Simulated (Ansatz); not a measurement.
Reaction (ligand exchange at the Si–O bond): `CO[SiH](O)O[SiH3]` + `O[SiH2]O` → `CO[SiH](O)O[SiH2]O` + silanol

Isolated molecules relaxed with PBE0-D4/def2-TZVP in Ansatz; ΔE leaves out vibrations. CCSD(T)/CBS is the MP2 limit (def2-TZVPP, def2-QZVPP) plus CCSD(T) − MP2 in def2-TZVPP, frozen cores. Functionals use def2-TZVPP. B3LYP here is the variant with VWN-RPA as its local correlation; programs differ in this. One conformer a species, not always the lowest.

`CO[SiH](O)O[SiH3]`:

Z-matrix (Å, degrees):
```
C
O 1 1.410
H 1 1.091 2 108.3
H 1 1.096 2 111.7 3 119.4
H 1 1.094 2 111.0 3 -119.2
Si 2 1.631 1 124.1 3 -167.3
O 6 1.622 2 112.6 1 -65.0
O 6 1.631 2 106.8 1 176.4
H 6 1.477 2 109.8 1 53.7
Si 7 1.640 6 142.6 2 -89.1
H 8 0.958 6 117.1 2 -24.3
H 10 1.486 7 110.8 6 40.0
H 10 1.484 7 107.7 6 159.5
H 10 1.484 7 110.2 6 -81.2
```

`O[SiH2]O`:

Z-matrix (Å, degrees):
```
Si
O 1 1.642
O 1 1.642 2 113.5
H 1 1.481 2 111.5 3 116.9
H 1 1.481 2 103.8 3 -121.2
H 2 0.958 1 117.7 3 -66.0
H 3 0.958 1 117.7 2 -66.0
```

`CO[SiH](O)O[SiH2]O`:

```xyz
15

C    -0.638   -1.161    1.919
O    -0.482   -0.487    0.685
Si    0.422    0.866    0.497
O     1.888    0.532    1.134
O     0.468    1.158   -1.094
Si   -0.010    0.378   -2.463
O    -1.329   -0.538   -2.158
H     0.330   -1.468    2.323
H    -1.248   -2.049    1.746
H    -1.147   -0.528    2.653
H    -0.174    2.030    1.186
H     2.511    1.248    1.259
H     1.136   -0.442   -2.932
H    -0.385    1.384   -3.479
H    -1.344   -0.924   -1.275
```

`O[SiH3]`:

Cartesian coordinates in Å:
```
O -0.296 -1.206 0.318
Si 0.214 0.280 -0.179
H -1.070 -1.248 0.880
H -0.830 0.982 -0.975
H 1.409 0.039 -1.019
H 0.573 1.152 0.974
```

| level | ΔE (eV) |
| --- | --- |
| r2SCAN-D4 | -0.03 |
| ωB97X-V | -0.03 |
| B3LYP | 0.01 |
| MP2/def2-TZVPP | -0.03 |
| CCSD(T)/def2-TZVPP | -0.03 |
| HF/def2-QZVPP | 0.03 |
| MP2/def2-QZVPP | -0.03 |
| HF/CBS(def2) | 0.03 |

(1) What does CCSD(T)/CBS give? (Estimate.)

Largest T1 diagnostic among the species: 0.012.

Results:

(1) Ansatz gave: -0.03 eV. The listed levels differ from it by 0.00, 0.00, 0.04, 0.00, 0.00, 0.06, 0.00, 0.06 eV.

The D4 term adds −0.04 eV with B3LYP and −0.02 eV with PBE0; it sums over pairs of atoms, weighted by their polarisabilities, and B3LYP, whose exchange is more repulsive, gets the larger term. In def2-TZVPP, CCSD(T) changes the Hartree–Fock value by −0.06 eV (the triples alone add −0.01 eV) and MP2 by −0.06 eV.
